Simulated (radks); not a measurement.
Successive ionisation energies (eV) of one element, from differences of total energies of ions in their ground configurations, starting at charge 44: 3629.7, 3779.2, 3899.6, 4021.1, 4143.4, 4266.4, 4713.2, 4821.3, 4927.8, 5068.5, 5179.5, 5288.5, 5710.1, 5829.3, 13210.5, 13507.9, 13799.6, 14197.1, 14504.0, 14805.0, 16001.1, 16300.9. Calculated with a radial shooting solver on a logarithmic mesh with Libxc functionals: scalar-relativistic Kohn-Sham, PBEsol, spin-polarised, spherical densities, finite nucleus; open shells are filled with parallel spins first (spin-orbit coupling, left out, can overturn this in heavy ions); Fermi nuclear charge, rms radius 5.2516 fm. Which element is it?

Answer. Erbium (Z = 68). The first species listed is Er44+ in [Ar] 3d6, the last Er65+ in [He] 2s1.
